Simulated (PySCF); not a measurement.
Species: C₄F₇O₂ (charge -1).
Bonds: O1–C2 (double), C2–O3, C2–C4, C4–F5, C4–F6, C4–C7, C7–F8, C7–F9, C7–C10, C10–F11, C10–F12, C10–F13.

The same species was optimised twice, with GFN2-xTB and with PBE0-D3(BJ)/def2-SVP (PySCF), and the same property calculations (PySCF, gas phase) were run on both structures.

```
       coordinate  GFN2-xTB  PBE0-D3(BJ)/def2-SVP  change
        C2–C4 (Å)     1.721                 1.565  -0.156
        C2–O3 (Å)     1.211                 1.243  +0.032
        O1=C2 (Å)     1.205                 1.230  +0.025
        C7–F8 (Å)     1.372                 1.357  -0.015
        C4–F6 (Å)     1.367                 1.355  -0.012
        C4–C7 (Å)     1.530                 1.540  +0.010
      C10–F11 (Å)     1.326                 1.317  -0.009
        C4–F5 (Å)     1.372                 1.363  -0.009
        C7–F9 (Å)     1.354                 1.347  -0.007
       C7–C10 (Å)     1.549                 1.554  +0.005
      C10–F12 (Å)     1.353                 1.351  -0.002
      C10–F13 (Å)     1.324                 1.322  -0.002
     O1–C2–O3 (°)     137.8                 133.2    -4.6
     C4–C7–F8 (°)     112.2                 107.7    -4.5
    C4–C7–C10 (°)     115.3                 119.7    +4.4
     O1–C2–C4 (°)     112.4                 116.1    +3.7
     C2–C4–C7 (°)     112.1                 115.0    +2.9
     F6–C4–C7 (°)     107.5                 104.8    -2.7
     F8–C7–F9 (°)     104.8                 107.3    +2.5
   C7–C10–F13 (°)     114.5                 112.7    -1.8
  O1–C2–C4–F5 (°)      -122                  -106     +16
  C2–C4–C7–F8 (°)      -179                  -179       0
C4–C7–C10–F11 (°)       -87                   -88      -1
```

Rotational constants: A = 1149, B = 753.0, C = 643.4 MHz (GFN2-xTB) against A = 1227, B = 734.4, C = 635.8 MHz (PBE0-D3(BJ)/def2-SVP). Point groups within 0.08 Å: C1 and C1. Atoms that the bonding makes alike are paired by their places after alignment.

On the GFN2-xTB structure: HOMO (eV) -2.31 [PBE0/pcSseg-1]; LUMO (eV) 4.91 [PBE0/pcSseg-1]; GIAO shielding of O1/O3 (mean) (ppm) 40.1 [PBE0/pcSseg-1]; GIAO shielding of C2 (ppm) 33.8 [PBE0/pcSseg-1]; GIAO shielding of C4 (ppm) 61.6 [PBE0/pcSseg-1]; GIAO shielding of F5/F6 (mean) (ppm) 320.6 [PBE0/pcSseg-1]; GIAO shielding of C7 (ppm) 65.9 [PBE0/pcSseg-1]; GIAO shielding of F8/F9 (mean) (ppm) 317.1 [PBE0/pcSseg-1]; GIAO shielding of C10 (ppm) 57.2 [PBE0/pcSseg-1]; GIAO shielding of F11/F12/F13 (mean) (ppm) 259.4 [PBE0/pcSseg-1].

Problem. What do these properties become on the PBE0-D3(BJ)/def2-SVP structure?

Solution. 
| property | level | on GFN2-xTB | on PBE0-D3(BJ)/def2-SVP | change |
| --- | --- | --- | --- | --- |
| HOMO (eV) | PBE0/pcSseg-1 | -2.31 | -2.43 | -0.12 |
| LUMO (eV) | PBE0/pcSseg-1 | 4.91 | 4.99 | +0.08 |
| energy, GFN2-xTB geometry as zero (kcal/mol) | PBE0/pcSseg-1 | 0.0 | -5.4 | -5.4 |
| GIAO shielding of O1/O3 (mean) (ppm) | PBE0/pcSseg-1 | 40.1 | -8.0 | -48.1 |
| GIAO shielding of C2 (ppm) | PBE0/pcSseg-1 | 33.8 | 22.7 | -11.1 |
| GIAO shielding of C4 (ppm) | PBE0/pcSseg-1 | 61.6 | 72.0 | +10.4 |
| GIAO shielding of F5/F6 (mean) (ppm) | PBE0/pcSseg-1 | 320.6 | 314.4 | -6.2 |
| GIAO shielding of C7 (ppm) | PBE0/pcSseg-1 | 65.9 | 67.6 | +1.7 |
| GIAO shielding of F8/F9 (mean) (ppm) | PBE0/pcSseg-1 | 317.1 | 323.4 | +6.3 |
| GIAO shielding of C10 (ppm) | PBE0/pcSseg-1 | 57.2 | 58.3 | +1.1 |
| GIAO shielding of F11/F12/F13 (mean) (ppm) | PBE0/pcSseg-1 | 259.4 | 265.4 | +6.0 |

The heavy atoms differ by 0.143 Å rms after alignment. Among bonds between heavy atoms C2–C4 changes most (-0.156 Å). Changes are differences of the printed values. Neither structure is proved a minimum here. Isolated species at its PBE0-D3(BJ)/def2-SVP geometry (one conformer only). The geometry's basis has no diffuse functions, a weakness for an anion.

Shape of the structure used: `[O:1]=[C:2]([O-:3])[C:4]([F:5])([F:6])[C:7]([F:8])([F:9])[C:10]([F:11])([F:12])[F:13]`: O1–C2–C4–F5 -106°, C2–C4–C7–F8 -179°, C4–C7–C10–F11 -88°.
